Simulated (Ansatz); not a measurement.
`N/C=C/[SiH2]S` → 2 C• + 7 H• + N• + S• + Si•  (atomization)

Isolated molecules relaxed with PBE0-D4/def2-TZVP in Ansatz; ΔE leaves out vibrations. CCSD(T)/CBS adds triple-zeta CCSD(T) − MP2 to the extrapolated MP2 energy (def2 sets, frozen cores). This one scheme is used for every species, atoms too. For atomizations the MP2-based limit and the directly extrapolated one differ by several kJ/mol either way, and by 10 to 25 for some Ge, Se and Sn compounds, so smaller differences from it don't rank the levels. DFT in def2-TZVPP. B3LYP here is the variant with VWN-RPA as its local correlation; programs differ in this. HSE06 is defined as in plane-wave codes. Open shells (•) are unrestricted, without spin–orbit coupling. Spin–orbit coupling would lower the free atoms: a little for C, S, Si. One conformer a species, not always the lowest.

```
             level  ΔE (kJ/mol)  difference from CCSD(T)/CBS
       LDA (SPW92)       4958.0                        630.6
            PBE-D4       4422.6                         95.2
         revPBE-D4       4323.0                         -4.4
           BLYP-D4       4333.7                          6.3
         r2SCAN-D4       4341.5                         14.1
            B97M-V       4355.8                         28.4
           PBE0-D4       4348.6                         21.2
          B3LYP-D4       4342.1                         14.7
        r2SCAN0-D4       4279.3                        -48.1
          BHLYP-D4       4221.1                       -106.3
      CAM-B3LYP-D4       4348.6                         21.2
           ωB97X-V       4354.1                         26.7
           ωB97M-V       4354.5                         27.1
            B2PLYP       4282.1                        -45.3
          PBE-QIDH       4300.0                        -27.4
               PBE       4396.5                         69.1
            revPBE       4244.3                        -83.1
              BLYP       4276.5                        -50.9
            r2SCAN       4334.9                          7.5
              PBE0       4326.4                         -1.0
             B3LYP       4299.9                        -27.5
           r2SCANh       4308.8                        -18.6
           r2SCAN0       4271.5                        -55.9
             HSE06       4331.2                          3.8
             BHLYP       4188.6                       -138.8
         CAM-B3LYP       4325.9                         -1.5
           LC-ωPBE       4301.6                        -25.8
       HF/def2-SVP       3109.3                      -1218.1
      MP2/def2-SVP       4075.5                       -251.9
     CCSD/def2-SVP       3999.3                       -328.1
  CCSD(T)/def2-SVP       4047.9                       -279.5
     HF/def2-TZVPP       3104.6                      -1222.8
    MP2/def2-TZVPP       4250.7                        -76.7
   CCSD/def2-TZVPP       4132.5                       -194.9
CCSD(T)/def2-TZVPP       4200.5                       -126.9
     HF/def2-QZVPP       3111.3                      -1216.1
SCS-MP2/def2-QZVPP       4335.8                          8.4
      HF/CBS(def2)       3112.4                      -1215.0
     MP2/CBS(def2)       4377.5                         50.1
    CCSD/CBS(def2)       4259.3                        -68.1
       CCSD(T)/CBS       4327.4                            0
```

Largest T1 diagnostic among the species: 0.012.

From PBE to PBE0 (25 % exact exchange), in def2-TZVPP and without D4, ΔE moves by −70.1 kJ/mol: exact exchange takes away binding that semilocal exchange gives to molecules. The D4 term adds +42.1 kJ/mol with B3LYP and +22.2 kJ/mol with PBE0; it sums over pairs of atoms, weighted by their polarisabilities, and B3LYP, whose exchange is more repulsive, gets the larger term. At CCSD(T), def2-SVP lies −279.5 kJ/mol from the extrapolated value and def2-TZVPP −126.8 kJ/mol: correlation converges slowly with the basis, and small sets miss more of it in the bonded molecule than in its fragments.
